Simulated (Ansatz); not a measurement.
Correlation energies of C3F6O (`FC(F)(F)C1(F)OC1(F)F`) by basis set

Z-matrix (Å, degrees):
```
C
F 1 1.323
F 1 1.329 2 108.8
F 1 1.329 2 109.0 3 118.2
C 1 1.525 2 111.1 3 -121.0
C 5 1.452 1 126.2 2 -23.7
F 5 1.331 1 110.5 2 178.4
O 5 1.411 1 116.7 2 43.8
F 6 1.319 5 120.4 1 -154.0
F 6 1.318 5 124.6 1 -2.7
```

Charge 0, multiplicity 1. The structure was optimised at the PBE0-D4/def2-TZVP level. Frozen core, restricted reference, the Gaussian-basis code of Ansatz. CBS rows extrapolate triple and quadruple zeta; past MP2 they add the triple-zeta difference.

```json
{"basis": "def2-SVP", "HF (Eh)": "-784.42289", "MP2 corr.": "-1.65766"}
{"basis": "def2-TZVPP", "HF (Eh)": "-785.39732", "MP2 corr.": "-2.16993"}
{"basis": "def2-QZVPP", "HF (Eh)": "-785.43079", "MP2 corr.": "-2.36361"}
```

(1) Estimate the CCSD correlation energy and the (T) correction in each basis where they were run (hartree).

Results:

(1) 
```
     basis  CCSD corr.       (T)
  def2-SVP    -1.67840  -0.03903
def2-TZVPP    -2.17185  -0.07604
 CBS(def2)    -2.50900     as TZ
```
